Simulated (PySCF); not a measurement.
# Atomic charges against the basis set

Species: CH2BF3O.
SMILES with atom numbers: `[F:1][BH:2][O:3][CH:4]([F:5])[F:6]` (hydrogens: H7 on B2; H8 on C4)

PBE0 throughout (PySCF), one geometry, spherical d and f functions. Isolated species at its PBE0-D3(BJ)/def2-SVP geometry (one conformer only). Atoms taken as equivalent share a column and are averaged.

Mulliken charges (e):

| basis | functions | F1 | B2 | O3 | C4 | F5/F6 | H7 | H8 |
| --- | --- | --- | --- | --- | --- | --- | --- | --- |
| STO-3G | 32 | -0.118 | +0.296 | -0.265 | +0.265 | -0.101 | -0.050 | +0.074 |
| 6-31G | 58 | -0.308 | +0.610 | -0.501 | +0.587 | -0.278 | -0.022 | +0.190 |
| pcSseg-0 | 58 | -0.329 | +0.675 | -0.656 | +0.751 | -0.338 | -0.002 | +0.237 |
| 6-31G* | 88 | -0.265 | +0.476 | -0.404 | +0.664 | -0.296 | -0.032 | +0.151 |
| def2-SVP | 94 | -0.122 | +0.233 | -0.213 | +0.535 | -0.200 | -0.067 | +0.033 |
| cc-pVDZ | 94 | -0.109 | +0.191 | -0.164 | +0.476 | -0.177 | -0.075 | +0.035 |
| pcSseg-1 | 112 | -0.301 | +0.569 | -0.467 | +0.693 | -0.271 | -0.042 | +0.091 |
| aug-cc-pVDZ | 156 | -0.374 | -0.036 | -0.486 | +1.526 | -0.390 | +0.515 | -0.364 |
| 6-311+G(2d,p) | 174 | -0.347 | +0.699 | -0.557 | +0.532 | -0.273 | +0.043 | +0.176 |
| def2-TZVP | 198 | -0.237 | +0.340 | -0.225 | +0.365 | -0.170 | +0.011 | +0.084 |
| cc-pVTZ | 208 | -0.196 | +0.242 | -0.157 | +0.421 | -0.157 | -0.009 | +0.015 |
| IGLO-III | 230 | -0.358 | +0.653 | -0.351 | +0.405 | -0.199 | -0.050 | +0.099 |

IAO charges (e):

```
        basis  functions      F1      B2      O3      C4   F5/F6      H7      H8
       STO-3G         32  -0.165  +0.306  -0.277  +0.315  -0.132  -0.012  +0.097
        6-31G         58  -0.303  +0.476  -0.367  +0.540  -0.261  +0.020  +0.157
     pcSseg-0         58  -0.290  +0.465  -0.368  +0.554  -0.259  +0.009  +0.147
       6-31G*         88  -0.312  +0.521  -0.396  +0.621  -0.280  -0.004  +0.132
     def2-SVP         94  -0.307  +0.506  -0.383  +0.617  -0.280  -0.004  +0.133
      cc-pVDZ         94  -0.309  +0.501  -0.384  +0.615  -0.280  +0.002  +0.135
     pcSseg-1        112  -0.317  +0.513  -0.389  +0.617  -0.285  +0.003  +0.141
  aug-cc-pVDZ        156  -0.319  +0.513  -0.387  +0.621  -0.289  +0.006  +0.144
6-311+G(2d,p)        174  -0.321  +0.521  -0.391  +0.620  -0.289  +0.005  +0.145
    def2-TZVP        198  -0.323  +0.527  -0.395  +0.630  -0.291  +0.002  +0.141
      cc-pVTZ        208  -0.322  +0.525  -0.395  +0.628  -0.289  +0.001  +0.140
     IGLO-III        230  -0.323  +0.525  -0.394  +0.625  -0.290  +0.004  +0.144
```

Hirshfeld charges (e):

```tsv
basis	functions	F1	B2	O3	C4	F5/F6	H7	H8
STO-3G	32	-0.058	+0.180	-0.158	+0.244	-0.071	-0.074	+0.006
6-31G	58	-0.127	+0.260	-0.178	+0.221	-0.101	-0.032	+0.058
pcSseg-0	58	-0.125	+0.264	-0.171	+0.218	-0.097	-0.045	+0.053
6-31G*	88	-0.120	+0.258	-0.171	+0.211	-0.094	-0.041	+0.050
def2-SVP	94	-0.121	+0.263	-0.167	+0.211	-0.094	-0.045	+0.049
cc-pVDZ	94	-0.116	+0.252	-0.162	+0.203	-0.090	-0.044	+0.046
pcSseg-1	112	-0.130	+0.278	-0.178	+0.213	-0.098	-0.040	+0.053
aug-cc-pVDZ	156	-0.130	+0.276	-0.179	+0.206	-0.097	-0.035	+0.055
6-311+G(2d,p)	174	-0.137	+0.287	-0.183	+0.210	-0.099	-0.036	+0.057
def2-TZVP	198	-0.133	+0.281	-0.178	+0.207	-0.096	-0.037	+0.054
cc-pVTZ	208	-0.130	+0.276	-0.175	+0.205	-0.094	-0.040	+0.051
IGLO-III	230	-0.133	+0.282	-0.180	+0.207	-0.097	-0.036	+0.055
```

Some averages cover members that differ in this geometry, most widely: F5/F6, Mulliken in 6-311+G(2d,p) -0.286 to -0.260 e.

Q: Which scheme is steadiest as the basis changes?

A: Largest range over the bases for any column: Hirshfeld 0.11 e, IAO 0.31 e, Mulliken 1.26 e. Hirshfeld charges move least and Mulliken charges most, counted in e. Without the minimal STO-3G basis the ranges are Hirshfeld 0.04, IAO 0.09, Mulliken 1.16 e.

Q: How much do the charges still move between the two largest bases, cc-pVTZ and IGLO-III?

A: At most, over all atoms: Mulliken 0.411 e, IAO 0.004 e, Hirshfeld 0.006 e.

Q: What do the same runs give for the total energy, the frontier levels and the dipole moment?

A: 
| basis | energy (Eh) | HOMO (eV) | LUMO (eV) | μ (D) |
| --- | --- | --- | --- | --- |
| STO-3G | -432.4540 | -6.09 | 3.75 | 1.10 |
| 6-31G | -438.4370 | -10.41 | -0.31 | 1.61 |
| pcSseg-0 | -437.5562 | -10.46 | -0.34 | 1.63 |
| 6-31G* | -438.5626 | -10.10 | 0.24 | 1.21 |
| def2-SVP | -438.2414 | -10.31 | -0.13 | 1.29 |
| cc-pVDZ | -438.5936 | -10.18 | -0.05 | 1.20 |
| pcSseg-1 | -438.5422 | -10.47 | -0.29 | 1.37 |
| aug-cc-pVDZ | -438.6284 | -10.47 | -0.51 | 1.35 |
| 6-311+G(2d,p) | -438.7196 | -10.52 | -0.50 | 1.37 |
| def2-TZVP | -438.7668 | -10.44 | -0.33 | 1.30 |
| cc-pVTZ | -438.7437 | -10.38 | -0.25 | 1.26 |
| IGLO-III | -438.7727 | -10.48 | -0.43 | 1.34 |

The dipole is fixed by the density alone, so its range of 0.53 D shows that the density itself changes with the basis, not only its division among atoms.
